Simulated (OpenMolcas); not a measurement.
A calculation on Pd2+.

* Program: OpenMolcas
* Method: CASSCF
* Basis: ANO-RCC-VTZP [7s6p4d2f1g]
* Scalar Hamiltonian: DKH2, point nucleus
* Active space: 8 electrons in 5 orbitals (4d)
* State averaging: 2S+1 = 3 even, 10 roots; 2S+1 = 1 even, 15 roots
* Spin-orbit coupling: RASSI with atomic mean-field integrals over the reference wave functions, term energies averaged over their components

Q: Which level of the active space comes out lowest?

A: 4d8 3F4, with 100 % of that term; it is also the measured ground level.

Q: How high does 4d8 3F3 lie?

A: 3119 cm-1 above the lowest level; measured 3230 cm-1 above the ground level, so the calculation is off by -3 %.

Q: How high does 4d8 3P1 lie?

A: 17416 cm-1 above the lowest level; measured 13470 cm-1 above the ground level, so the calculation is off by +29 %.

Q: How high does 4d8 3F2 lie?

A: 4806 cm-1 above the lowest level; measured 4687 cm-1 above the ground level, so the calculation is off by +3 %.

Q: The level at 13465 cm-1 has J = 2. What is it made of, and what is its g factor?

A: 53 % 4d8 1D2, 42 % 4d8 3P, 4 % 4d8 3F; g = 1.198, against 1.000 from Landé's formula for the pure leading term.

Measured values: Moore, Atomic Energy Levels, vol. III, NSRDS-NBS 35 (1971 reprint of NBS Circular 467, 1958).

Levels of configurations with an s electron are missing; early in the row they begin among the upper levels of the d shell and mix with terms of their name. Without dynamic correlation excited terms often stand tens of per cent too high (terms of higher spin than the ground term too low), and those without a measured partner can miss by more than the paired ones. Computed and measured levels are paired by configuration, term and J; levels that our copy of the source lacks, or whose pairing is in doubt (as where it misses far off the trend of its configuration), stay unpaired and out of the deviations. Levels of configurations outside the active space are missing.
